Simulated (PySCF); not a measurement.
## Correlation energy of Tc (technetium, neutral)

[Kr] 4d5 5s2, high-spin 6S determinant. Computed with PySCF 2.14 in x2c-TZVPall (8s6p6d1f, 63 functions), with scalar relativity by spin-free X2C-1e. Frozen: [Kr]; 7 electrons correlated.

MP2 pair energies summed by pair of shells (mhartree):

```csv
pair,energy,share (%)
4d-4d,-47.24,48.7
4d-5s,-31.79,32.8
5s-5s,-17.97,18.5
```

Total MP2 correlation energy: -97.00 mhartree.

Same-spin part -61.75 and opposite-spin part -35.24 mhartree; SCS-MP2 scales them by 1/3 and 6/5 to -62.88 mhartree.
